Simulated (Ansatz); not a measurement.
Reactions of C$_{4}$H$_{9}$N, SMILES `C=CNCC`.

Computed with Ansatz on PBE0-D4/def2-TZVP structures; ΔE is electronic, products minus reactants. CBS: MP2 limit from def2 TZ/QZ plus the TZ coupled-cluster correction, frozen cores. This one scheme is used for every species. Functionals use def2-TZVPP. One conformer a species, not always the lowest.

```json
{"reaction": "`C=CNCC` → `NC1CCC1`", "CCSD(T)/CBS(def2) (kcal/mol)": "0.6"}
{"reaction": "`C=CNCC` → `NCC1CC1`", "CCSD(T)/CBS(def2) (kcal/mol)": "4.7"}
{"reaction": "`C=CNCC` + `O[SiH](F)O[SiH2]Cl` → `CO[SiH](F)O[SiH2]Cl` + `C=CNC`", "CCSD(T)/CBS(def2) (kcal/mol)": "?"}
{"reaction": "`C=CNCC` → `C=C(C)CN`", "CCSD(T)/CBS(def2) (kcal/mol)": "?"}
{"reaction": "`C=CNCC` + H₂ → `C=CNC` + CH₄", "CCSD(T)/CBS(def2) (kcal/mol)": "-14.2"}
{"reaction": "`C=CNCC` → `C=CN(C)C`", "CCSD(T)/CBS(def2) (kcal/mol)": "5.4"}
```

Question: Fill in the missing values. (An estimate is asked.)

Answer: The calculation gave: `C=CNCC` + `O[SiH](F)O[SiH2]Cl` → `CO[SiH](F)O[SiH2]Cl` + `C=CNC`: +16.4 kcal/mol; `C=CNCC` → `C=C(C)CN`: -3.7 kcal/mol.

Largest T1 diagnostic: 0.011, for `C=CN(C)C`.
